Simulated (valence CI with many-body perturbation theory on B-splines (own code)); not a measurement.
Values are calculated unless marked as measured or tabulated.
A CI+MBPT run for As26+

Method: configuration interaction combined with many-body perturbation theory (CI+MBPT): five valence electrons over a frozen Dirac-Fock core [He], radial functions for each j: 6 s, 6 p, 5 d, 3 f, 1 g, with the one-electron correlation potential Σ1 (screened to all orders), the two-electron term Σ2, the three-electron term Σ3, Breit, model QED; selected single and double excitations, second order for the rest, scaled by the run's own slope (own B-spline code, finite nucleus).

Command, and the settings that its task file holds:

```sh
python run_cv.py task.json out
```

```
atom As  Z=33  mass_number=75  rms_radius_fm=4.0968
core [He]
valence 2s2 2p3
avg = 1
basis = S
breit = 1
cap = 10000
capref = 1200
cscale = 1
de = 0.0
dress = 0
eps = 2e-08
extrap = 1
h = 0.27
hh = 1
l2 = 3
lcore = 6
maxit = 60
n2 = 5
natural = 1
nlev = 21
nno = [3, 3, 3, 2, 1]
nroot = 26
nsp = [3, 3, 2, 1, 0]
pt2 = 1
qed = 1
rpa = 1
s1 = 1
s2 = -1
s3 = 1
screen = 1
tol = 2e-05
whole = 1
```

It took 31 s on 1 thread of Intel(R) Xeon(R) Platinum 8259CL CPU @ 2.50GHz (Skylake/Cascade Lake), with other jobs on the host.

Log. The first blocks belong to the next ion, which gives the ionisation energy. Fields: 2J, parity (1 odd), roots, reference size, generating configurations, candidates as configurations/state functions, variational space P, stored matrix elements, Davidson steps; e2 is the range of second-order energies in hartree. The first line gives the box (bohr), its intervals, the orbitals and the steps of their self-consistent field. Window is the range of levels sought, series limit the energy at which the first omitted orbital would enter, core excitation an estimate of the first excitation out of the core, left out the lowest levels not solved, and shifts from estimates the range by which levels moved from their first estimate, all in cm⁻¹.

```
rmax 2.2 intervals 57 orbitals 36 references ['2s2 2p3', '2s 2p4', '2p5'] scf 4 t 0.6
2J=0 par=0 roots 2 ref 28 generators 4 cand 695/971 P 721/999 nnz 0 it 0
2J=0 par=0 roots 2 ref 28 generators 7 cand 662/935 P 1383/1934 nnz 0 it 5
   second order: generators 17 cand 4859/8445 e2 -0.00003 -0.00002
reference levels 430, estimated 373, window 12854387 1/cm; series limit 17080765, core excitation 86142412
2J=3 par=1 roots 11 ref 68 generators 20 cand 431/1455 P 1339/5139 nnz 2.5e+06 it 5
2J=3 par=1 roots 11 ref 68 generators 26 cand 844/4800 P 2183/9939 nnz 7.7e+06 it 8
   second order: generators 58 cand 22418/214391 e2 -0.01786 -0.00336
2J=5 par=1 roots 8 ref 53 generators 15 cand 417/1446 P 1299/5114 nnz 2.7e+06 it 8
2J=5 par=1 roots 8 ref 53 generators 20 cand 738/4804 P 2037/9918 nnz 7.9e+06 it 9
   second order: generators 46 cand 19395/231977 e2 -0.01657 -0.00923
2J=1 par=1 roots 8 ref 45 generators 18 cand 443/1160 P 1536/4201 nnz 1.5e+06 it 5
2J=1 par=1 roots 8 ref 45 generators 22 cand 1426/5748 P 2962/9949 nnz 7.1e+06 it 8
   second order: generators 56 cand 20037/128876 e2 -0.00293 -0.00071
2J=5 par=0 roots 8 ref 60 generators 19 cand 378/1406 P 1331/5067 nnz 2.6e+06 it 7
2J=5 par=0 roots 8 ref 60 generators 24 cand 837/4758 P 2168/9825 nnz 7.7e+06 it 10
   second order: generators 51 cand 23379/303984 e2 -0.01845 -0.00571
2J=3 par=0 roots 10 ref 72 generators 19 cand 416/1467 P 1308/5141 nnz 2.7e+06 it 8
2J=3 par=0 roots 10 ref 72 generators 25 cand 926/4832 P 2234/9973 nnz 7.8e+06 it 9
   second order: generators 55 cand 24625/258276 e2 -0.01990 -0.00365
2J=1 par=0 roots 8 ref 53 generators 19 cand 463/1248 P 1619/4401 nnz 1.7e+06 it 5
2J=1 par=0 roots 8 ref 53 generators 27 cand 1396/5489 P 3015/9890 nnz 6.6e+06 it 7
   second order: generators 49 cand 18886/111247 e2 -0.00862 -0.00066
2J=7 par=1 roots 3 ref 30 generators 8 cand 412/1125 P 1071/3640 nnz 1.4e+06 it 5
2J=7 par=1 roots 3 ref 30 generators 10 cand 1173/7837 P 2244/11477 nnz 9.5e+06 it 7
   second order: generators 26 cand 14478/183934 e2 -0.00716 -0.00483
2J=7 par=0 roots 3 ref 27 generators 9 cand 255/992 P 1018/3465 nnz 1.2e+06 it 6
2J=7 par=0 roots 3 ref 27 generators 11 cand 829/6269 P 1847/9734 nnz 8.6e+06 it 9
   second order: generators 28 cand 17344/238907 e2 -0.00770 -0.00748
2J=9 par=0 roots 1 ref 8 generators 4 cand 334/1464 P 1306/4397 nnz 1.8e+06 it 4
2J=9 par=0 roots 1 ref 8 generators 5 cand 947/8052 P 2253/12449 nnz 1.5e+07 it 5
   second order: generators 14 cand 10511/140327 e2 -0.00178 -0.00178
2J=9 par=1 roots 1 ref 11 generators 3 cand 181/1218 P 822/3658 nnz 1.7e+06 it 4
2J=9 par=1 roots 1 ref 11 generators 3 cand 1201/8939 P 2023/12597 nnz 1.5e+07 it 5
   second order: generators 7 cand 5049/57487 e2 -0.00121 -0.00121
left out: unestimated 17224712, estimated 13591334, shifts from estimates -128 to 319
operators 0.2
```

The Davidson iterations converged. The settings are bad on purpose, so the numbers may not be properties of the ion.

The last digits are not significant, and no measured levels were compared; by estimate large intervals hold to a few tenths of a per cent, small ones and those within an open d or f shell to about a per cent. Among the levels kept, up to 4100 cm⁻¹ of a level comes from second order outside the variational space, and about a tenth of that is noise between levels of different J, which matters for small intervals.

```
Valence energy                            : -569.4946 hartree
Ionisation energy                         : 2765.2 eV (NIST: 2766 ± 21 eV (semi-empirical))
Reference configurations for the orbitals : 2s2 2p3, 2s 2p4, 2p5
Radial orbitals                           : 36
Box radius                                : 2.162 bohr
Largest variational space                 : 12597
Lowest levels                             : 2s2 2p3 4S°_3/2 0, 2s2 2p3 2D°_3/2 263610, 2s2 2p3 2D°_5/2 349530, 2s2 2p3 2P°_1/2 466750, 2s2 2p3 2P°_3/2 706110, 2s 2p4 4P_5/2 1153300, 2s 2p4 4P_3/2 1342200, 2s 2p4 4P_1/2 1363200, 2s 2p4 2D_3/2 1607600, 2s 2p4 2D_5/2 1684300, 2s 2p4 2S_1/2 1834800, 2s 2p4 2P_3/2 1912300, 2s 2p4 2P_1/2 2198600, 2p5 2P°_3/2 2912700 cm⁻¹
```

Names give the largest LS component (configuration and term), which can be under half, so a name can repeat, a term be missing and a line seem to break the LS rules; names also repeat where a configuration has a term twice.
